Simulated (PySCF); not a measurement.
A structure optimised at TPSSh-D3(BJ)/def2-SVP, used in a PySCF frequency run:

```xyz
9

C      1.3467     1.5032     0.0000
C      0.1320     0.9478     0.0000
C     -1.1836     1.6622     0.0000
Br    -0.0256    -0.9632     0.0000
H      2.2619     0.9098     0.0000
H      1.4384     2.5932     0.0000
H     -1.7763     1.3892     0.8876
H     -1.0214     2.7505     0.0000
H     -1.7763     1.3892    -0.8876
```

**Question.** Write its SMILES, formula and point group.

**Answer.** C=C(C)Br, C3H5Br, Cs

**Question.** What are its rotational constants (standard atomic weights)?

**Answer.** 9.1779, 3.0969, 2.3497 GHz
